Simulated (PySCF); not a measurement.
B(F)2(iPr) (C3H7BF2), SMILES CC(C)B(F)F. Geometry: PBE0-D3(BJ)/def2-SVP. One conformer was computed; it need not be the lowest.

Computed equilibrium geometry at PBE0-D3(BJ)/def2-SVP (PySCF confirms it by a frequency run) as a Z-matrix, and its point group (one conformer of several):
point group Cs.
```
C
H 1 1.1116
C 1 1.5281 2 107.54
H 3 1.0997 1 111.84 2 -59.61
H 3 1.1014 4 107.92 1 -122.56
H 3 1.1022 4 107.39 5 -115.29
C 1 1.5281 2 107.54 3 121.85
H 7 1.0997 1 111.84 2 59.61
H 7 1.1014 8 107.92 1 122.56
H 7 1.1022 8 107.39 9 115.29
B 1 1.5670 2 102.54 7 119.07
F 11 1.3234 1 122.07 2 88.94
F 11 1.3234 12 115.83 1 178.00
```
Charge 0, spin multiplicity 1.
